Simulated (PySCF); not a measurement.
## Vibration and rotation of MgBi⁺

TPSSh constants of MgBi⁺, ³Σ⁻ (triplet), unpaired electrons π ↑↑ (PySCF, scalar-relativistic core potentials, basis sets Mg aug-cc-pVDZ, Bi aug-cc-pVDZ-PP with ECP60; masses 23.9850 and 208.9804 u):

```
ωe              : 226.6 cm⁻¹
ωexe            : 1.13 cm⁻¹
Be              : 0.098053 cm⁻¹
αe              : 0.000604 cm⁻¹
D (centrifugal) : 7.35e-08 cm⁻¹
```

(1) Give the vibrational terms G(v) and spacings up to v = 6.

Spin–orbit coupling is left out, which matters for elements this heavy, above all for dissociation energies. The state is the lowest determinant that a PBE0 search found; another state may lie lower at other levels.

Answers

(1) G(v) = ωe(v+½) − ωexe(v+½)².

| v | G(v) (cm⁻¹) | G(v) − G(v−1) | Bv (cm⁻¹) |
| --- | --- | --- | --- |
| 0 | 113.0 |  | 0.09775 |
| 1 | 337.4 | 224.3 | 0.09715 |
| 2 | 559.4 | 222.1 | 0.09654 |
| 3 | 779.3 | 219.8 | 0.09594 |
| 4 | 996.8 | 217.6 | 0.09534 |
| 5 | 1212.1 | 215.3 | 0.09473 |
| 6 | 1425.2 | 213.0 | 0.09413 |
